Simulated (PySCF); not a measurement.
## Vertical excitation energies

Compound: C₄H₁₃NOSi₂.
Atom-mapped SMILES: `[CH3:1][O:2][CH2:3][Si@H:4]1[CH2:5][CH2:6][SiH2:7][NH:8]1` (hydrogens: H9, H10, H11 on C1; H12, H13 on C3; H14 on Si4; H15, H16 on C5; H17, H18 on C6; H19, H20 on Si7; H21 on N8)

Computed, not measured: TDDFT CAM-B3LYP/def2-SVPD, vertical, gas phase, core orbitals frozen in the response in PySCF. One conformer (not necessarily the lowest) at the PBE0-D3(BJ)/def2-SVP geometry, without solvent, vibrations or thermal averaging.

What does the calculation give for the low-lying excited states?

```json
{"state": "S1", "E (eV)": "6.39", "E (hartree)": "0.2347", "f": "0.0087", "|μ| (D)": "0.60", "main configurations (H = HOMO, L = LUMO)": "H→L (67%), H→L+2 (22%)"}
{"state": "S2", "E (eV)": "7.00", "E (hartree)": "0.2571", "f": "0.015", "|μ| (D)": "0.76", "main configurations (H = HOMO, L = LUMO)": "H→L+1 (77%)"}
{"state": "S3", "E (eV)": "7.15", "E (hartree)": "0.2627", "f": "0.029", "|μ| (D)": "1.04", "main configurations (H = HOMO, L = LUMO)": "H-1→L (59%), H-1→L+2 (26%)"}
{"state": "S4", "E (eV)": "7.37", "E (hartree)": "0.2708", "f": "0.024", "|μ| (D)": "0.93", "main configurations (H = HOMO, L = LUMO)": "H→L+3 (40%), H→L+4 (33%)"}
{"state": "S5", "E (eV)": "7.55", "E (hartree)": "0.2774", "f": "0.035", "|μ| (D)": "1.11", "main configurations (H = HOMO, L = LUMO)": "H→L+2 (31%), H→L+4 (15%), H→L+5 (13%)"}
{"state": "S6", "E (eV)": "7.65", "E (hartree)": "0.2812", "f": "0.021", "|μ| (D)": "0.86", "main configurations (H = HOMO, L = LUMO)": "H-2→L (37%), H-2→L+1 (20%)"}
{"state": "S7", "E (eV)": "7.70", "E (hartree)": "0.2829", "f": "0.0071", "|μ| (D)": "0.49", "main configurations (H = HOMO, L = LUMO)": "H→L+5 (54%), H→L+4 (12%)"}
{"state": "S8", "E (eV)": "7.79", "E (hartree)": "0.2862", "f": "0.031", "|μ| (D)": "1.03", "main configurations (H = HOMO, L = LUMO)": "H-2→L+1 (46%), H-2→L (19%)"}
{"state": "S9", "E (eV)": "7.91", "E (hartree)": "0.2908", "f": "0.023", "|μ| (D)": "0.87", "main configurations (H = HOMO, L = LUMO)": "H-1→L+1 (28%), H-1→L+4 (16%), H-1→L+3 (16%)"}
{"state": "S10", "E (eV)": "7.94", "E (hartree)": "0.2919", "f": "0.036", "|μ| (D)": "1.09", "main configurations (H = HOMO, L = LUMO)": "H→L+3 (19%), H-2→L+2 (14%), H→L+6 (9%)"}
```

Triplets, Tamm–Dancoff:

```csv
state,E (eV),λ (nm),"main configurations (H = HOMO, L = LUMO)"
T1,6.07,204.3,"H→L (59%), H→L+2 (23%)"
T2,6.81,182.0,"H→L+1 (68%), H→L (11%)"
T3,6.93,178.9,"H-1→L (53%), H-1→L+2 (23%), H-1→L+7 (9%)"
T4,7.16,173.2,"H→L+3 (34%), H→L+4 (30%)"
```

The lowest singlet comes at 194 nm (616 kJ/mol) in the vacuum ultraviolet; it is weak; its leading configuration is HOMO→LUMO (67%). The largest oscillator strength of a single state is 0.036. Löwdin shares by element: HOMO nitrogen 48%, silicon 21%, hydrogen 7% or more (atoms not listed hold the other 24%); LUMO silicon 33%, hydrogen 12% or more, carbon 8% or more (atoms not listed hold the other 47%). Weighted by f, the mean energy of these states is 7.54 eV. Orbital energies (eV): HOMO-3 -10.04, HOMO-2 -9.27, HOMO-1 -9.01, HOMO -8.44, LUMO 1.16, LUMO+1 1.44, LUMO+2 1.55. Of the 10 states listed, 8 reach f = 0.01 and none stays under 0.0005. The vertical ionisation energy (ΔSCF) is 9.04 eV, 1.10 eV above S10. The window holds the lowest 10 singlets.
